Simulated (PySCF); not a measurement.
# Two probes of the same atoms: core binding energy and nuclear shielding

Compound: C3H3NSSi.
Geometry (GFN2-xTB, Å), atoms numbered from 1 in this order:
```
atom  x, y, z in Å
N1     3.3230   -0.1459    0.5365
C2     2.1889   -0.0351    0.4025
C3     0.8039    0.0986    0.2367
C4    -0.0650   -0.7373   -0.3769
Si5   -1.6349    0.2494   -0.0996
S6    -0.0739    1.5044    0.8665
H7     0.2065   -1.6671   -0.8466
H8    -2.5525   -0.2293    0.9185
H9    -2.1825    0.9684   -1.2356
```

Binding energies: PySCF 2.14.0, delta-SCF UKS SCAN, pcX-2 on the ionised atom, pcseg-1 elsewhere, spin-free X2C. Shieldings: GIAO PBE0/pcSseg-1, non-relativistic, same geometry.

```csv
atom,isotropic shielding (ppm)
C2,67.7
C3,39.7
C4,44.8
```

**Question.** What are the C 1s binding energies of these atoms?

**Answer.** 
| atom | environment | C 1s (eV) | isotropic shielding (ppm) |
| --- | --- | --- | --- |
| C4 | alkene CH carbon | 290.37 | 44.8 |
| C2 | nitrile carbon | 292.38 | 67.7 |
| C3 | fully substituted alkene carbon | 292.60 | 39.7 |

**Question.** Among the listed atoms, is the one with the highest binding energy also the least shielded?

**Answer.** Yes: C3 has both (292.60 eV, 39.7 ppm).

By binding energy: C4 < C2 < C3. By shielding: C3 < C4 < C2.

The unrestricted hole states depart most from a pure doublet (⟨S²⟩ = 0.75; over 0.85 named) for C 1s of C3 (0.95), which makes this value less certain. Geometry: GFN2-xTB; no solvent, vibrations or thermal averaging.
